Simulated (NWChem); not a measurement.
# BSiH$_{4}$F; SMILES FB[SiH3]

Program: NWChem. Geometry: optimised at PBE-D3(BJ)/def2-SVP. Level B3LYP/def2-SVP: energy and gradient on several grids; changes count from the extra-fine grid, which is no exact limit either.

Which is the coarsest grid (medium; xcoarse; coarse; xfine; fine) from which on the energy stays within 500 μHa and each gradient component within 500 μHa/bohr of xfine?

coarse.
```
grid     size of the energy change (μHa)  largest change of a gradient component (μHa/bohr)  time, medium = 1 (rough)
-------  -------------------------------  -------------------------------------------------  ------------------------
xcoarse                              800                                               3000                   about 1
coarse                                50                                                100                   about 1
medium                              < 10                                                 50                   about 1
fine                                < 10                                               < 30                   about 1
xfine                               < 10                                               < 30                         2
```
